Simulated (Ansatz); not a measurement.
Species: C7H13BS, SMILES `B[C@@H]1C[C@@H]2CC[C@H]1[C@@H]2S` (charge 0, multiplicity 1).

Q: Give a relaxed geometry from PBE0-D3(BJ)/def2-SVP (Ansatz, a first-principles code).

A: Several could match; the one computed here: the end point of this relaxation, one of several conformers (outside a Z-matrix the atoms follow the SMILES, hydrogens last).
Z-matrix (Å, degrees):
```
C
H 1 1.0991
C 1 1.5361 2 114.07
H 3 1.1007 1 111.53 2 76.78
H 3 1.1008 4 106.95 1 121.31
C 1 1.5372 2 116.16 3 -115.98
H 6 1.1013 1 111.78 2 65.34
C 6 1.5375 7 112.14 1 -104.31
H 8 1.1000 6 115.51 7 -64.93
C 8 1.5349 9 114.11 6 119.05
H 10 1.0993 8 110.82 9 -42.13
H 10 1.1004 11 107.66 8 -121.98
C 8 1.5374 9 113.97 10 125.45
H 13 1.1004 8 111.52 9 -78.47
H 13 1.1007 14 107.02 8 -121.52
C 1 1.5402 2 114.05 3 125.00
H 16 1.1232 1 107.71 2 46.30
B 16 1.5438 17 94.47 1 123.29
H 18 1.2118 16 120.67 17 86.90
H 18 1.2126 19 118.57 16 173.79
S 6 1.8182 7 108.76 1 124.69
H 21 1.3503 6 96.37 7 68.55
```
